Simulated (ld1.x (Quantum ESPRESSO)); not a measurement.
# What the settings do to the TM potential of tungsten

Base potential:

| Quantity | Value |
| --- | --- |
| Element | tungsten |
| Generator | ld1.x (Quantum ESPRESSO) 7.5 |
| Type | norm-conserving Troullier–Martins (Kleinman–Bylander form) |
| Functional | PBE |
| Relativity | fully relativistic |
| Frozen core | [Xe] 4f14 |
| Valence charge | 6 |
| Reference configuration | 5d5 6s1 6p0 |
| Partial waves | 6p (bound, empty): rc 3.60 bohr; 5d (bound): rc 2.35 bohr; 6s (bound): rc 2.20 bohr |
| Local potential | the s channel |
| Core correction | none |

Open shells are filled in proportion to 2j + 1 (rel_dist='average').

Cutoffs, loose and tight: the cutoffs (Ry, on a coarse ladder) from which the occupation-weighted sum of valence levels, in a spherical-Bessel basis at the reference potential, stays within 10 and 1 mRy of its value at 400 Ry. They do not see the model core or the augmentation charge, which bear on the density cutoff. Test errors are all-electron minus pseudo excitation energies from the reference, over the configurations 5d4 6s2 6p0; 5d4 6s1 6p0; 5d4 6s0 6p0; 5d3 6s0 6p0; 5d4 6s1 6p1; 5d3 6s2 6p1; 5d4 6s0 6p1. A dash means not determined; rows that change the core or the reference have their own tests.

A true bound ghost makes a file unfit for plane-wave use even where its test errors are small: the radial tests pick states by their node count and pass the ghost by.

Cutoffs are not given where the Bessel-basis levels miss the radial ones by over 6 mRy, ghosts where they miss by over 20 mRy; a channel whose overlap is not positive is not tested.

| change | outcome | cutoff, loose | cutoff, tight | bound ghosts | largest test error (meV) |
| --- | --- | --- | --- | --- | --- |
| base | generated | 30 Ry | 35 Ry | none | -94 |
| wave 6s (bound): rc 2.20 bohr becomes 6s (bound): rc 1.44 bohr | generated, misses its reference levels by 4.69 eV | – | – | not determined | 7 of 7 tests not solved or not reliable |
| wave 6s (bound): rc 2.20 bohr becomes 6s (bound): rc 1.72 bohr | generated | 35 Ry | 80 Ry | p1/2 | +1830 |
| wave 6s (bound): rc 2.20 bohr becomes 6s (bound): rc 2.06 bohr | generated | 30 Ry | 35 Ry | none | -36 |
| wave 6s (bound): rc 2.20 bohr becomes 6s (bound): rc 2.32 bohr | generated | 30 Ry | 35 Ry | none | -114 |
| wave 6s (bound): rc 2.20 bohr becomes 6s (bound): rc 2.70 bohr | generated | 30 Ry | 35 Ry | none | -128 |
| wave 6s (bound): rc 2.20 bohr becomes 6s (bound): rc 3.00 bohr | generated | 30 Ry | 35 Ry | none | -104 |
| wave 6s (bound): rc 2.20 bohr becomes 6s (bound): rc 3.30 bohr | generated | 30 Ry | 35 Ry | none | -89 |

Reading the sweep of the s radius (base included, trends over the rows without a ghost): The loose cutoff stays near 30 Ry. The median size of the test errors (rows with all tests solved) stays near 31.4 meV. Bound ghosts are found at 1.72 bohr.
